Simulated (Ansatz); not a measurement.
Ideal-gas functions of Cl3GaH2Se (`[Cl][Ga-]([Cl])([Cl])[SeH2+]`) at 500 K and 1 bar, from an Ansatz frequency run at PBE0-D4/def2-TZVP.

Molar mass 257.06 g/mol, point group Cs (symmetry number 1), electronic degeneracy 1, moments of inertia 481.099, 695.665, 699.55 u Å². Harmonic wavenumbers (cm⁻¹, unscaled): 58, 70, 97, 120, 120, 123, 167, 363, 425, 435, 449, 484, 1051, 2444, 2456.

Use S(trans) = R[1.5 ln M + 2.5 ln T − 1.1517]; rotational temperatures θ = 24.2544 K / I; S(rot) = R[ln(√π/σ · √(T³/θAθBθC)) + 1.5]; for each mode x = 1.438777 ν̃/T, S = R[x/(eˣ − 1) − ln(1 − e⁻ˣ)] and H = RT x/(eˣ − 1); 1 cm⁻¹ = 0.0119627 kJ/mol; R = 8.31446 J/(mol·K).

By hand: the entropy, in J/(mol·K).

Translation 188.8. Rotation: θ = 0.0504, 0.0349, 0.0347 K, giving 135.1. Vibration, mode by mode: 23.21, 21.65, 18.95, 17.20, 17.20, 16.99, 14.49, 8.32, 7.14, 6.97, 6.74, 6.20, 1.70, 0.06, 0.06, in all 166.9. Electronic 0.0. Sum 490.8 J/(mol·K).

By hand: H − E and G − E in kJ/mol, counted from the electronic energy.

Zero-point energy ½ × 8862 × 0.0119627 = 53.0; thermal vibration 36.0; translation, rotation and pV give 4 RT = 16.6. H − E = 105.6 kJ/mol, and G − E = 105.6 − 500 × 490.8/1000 = -139.8 kJ/mol.

Vibration gives 34 % of the entropy, 115.2 J/(mol·K) of it from the modes under 150 cm⁻¹: soft modes count most, and the harmonic formula is weakest for them. The sum counts one conformer and one mirror image; others add a mixing term.
